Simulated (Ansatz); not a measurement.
## Ansatz (development build ahead of 0.2.0) run

```yaml
crystal:
  periodic: [false, false, false]
  atoms:
    - { symbol: H, position_ang: [2.09622, 0.0, 0.0] }
    - { symbol: H, position_ang: [1.88863, 0.90951, 0.0] }
    - { symbol: H, position_ang: [1.30697, 1.63889, 0.0] }
    - { symbol: H, position_ang: [0.46646, 2.04366, 0.0] }
    - { symbol: H, position_ang: [-0.46645, 2.04366, 0.0] }
    - { symbol: H, position_ang: [-1.30697, 1.63889, 0.0] }
    - { symbol: H, position_ang: [-1.88863, 0.90952, 0.0] }
    - { symbol: H, position_ang: [-2.09621, 0.0, 0.0] }
    - { symbol: H, position_ang: [-1.88863, -0.90952, 0.0] }
    - { symbol: H, position_ang: [-1.30697, -1.63888, 0.0] }
    - { symbol: H, position_ang: [-0.46645, -2.04366, 0.0] }
    - { symbol: H, position_ang: [0.46645, -2.04366, 0.0] }
    - { symbol: H, position_ang: [1.30697, -1.63889, 0.0] }
    - { symbol: H, position_ang: [1.88862, -0.90952, 0.0] }
basis:
  gaussian: { orbitals: "6-31G" }
total_charge: 1
magnetization:
  spin_polarized: true
  initial_magnetization: 1
hamiltonian:
  xc: hf
correlation:
  method: mp2
  frozen_orbitals: { H: 0 }
output:
  forces: true
```

The input is written out in the form of the current development build from the run's settings.

Output:

- Converged: yes
- Reference energy: -7.18625 hartree
- Correlation energy: -0.16188 hartree
- Total energy: -7.34813 hartree
- Spin squared of the determinant: 0.826
- Stability test: minimum

Forces (eV/Å):
```json
{"atom": "H1", "Fx": "0.114", "Fy": "2.783", "Fz": "0.000"}
{"atom": "H2", "Fx": "1.204", "Fy": "-1.585", "Fz": "0.000"}
{"atom": "H3", "Fx": "-0.466", "Fy": "0.443", "Fz": "0.000"}
{"atom": "H4", "Fx": "-0.578", "Fy": "0.575", "Fz": "0.000"}
{"atom": "H5", "Fx": "1.828", "Fy": "0.543", "Fz": "0.000"}
{"atom": "H6", "Fx": "-2.390", "Fy": "-1.538", "Fz": "0.000"}
{"atom": "H7", "Fx": "1.109", "Fy": "2.895", "Fz": "0.000"}
{"atom": "H8", "Fx": "-0.114", "Fy": "-2.783", "Fz": "0.000"}
{"atom": "H9", "Fx": "-1.204", "Fy": "1.585", "Fz": "0.000"}
{"atom": "H10", "Fx": "0.466", "Fy": "-0.443", "Fz": "0.000"}
{"atom": "H11", "Fx": "0.578", "Fy": "-0.575", "Fz": "0.000"}
{"atom": "H12", "Fx": "-1.828", "Fy": "-0.543", "Fz": "0.000"}
{"atom": "H13", "Fx": "2.390", "Fy": "1.538", "Fz": "0.000"}
{"atom": "H14", "Fx": "-1.109", "Fy": "-2.895", "Fz": "0.000"}
```

Caution: bonds are stretched, where a single reference can fail; the charge can sit on one fragment and break the point group; the determinant breaks the point group.
